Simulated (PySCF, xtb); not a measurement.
Mg(NH2)(GeH3) (GeH5MgN), SMILES [NH2][Mg][GeH3].

GFN2-xTB (xtb 6.7.1) at its own geometry gives an orbital gap of 2.32 eV and a dipole moment of 3.40 D.

The structure is a stationary point at PBE0-D3(BJ)/def2-SVP. The values are those of a single conformer.

Q: What does PySCF with CAM-B3LYP/def2-TZVPD give? (Estimate from the structure and the level; the computed values follow.)

A: gap 7.57 eV (levels -7.88 and -0.31 eV), dipole 1.35 D.
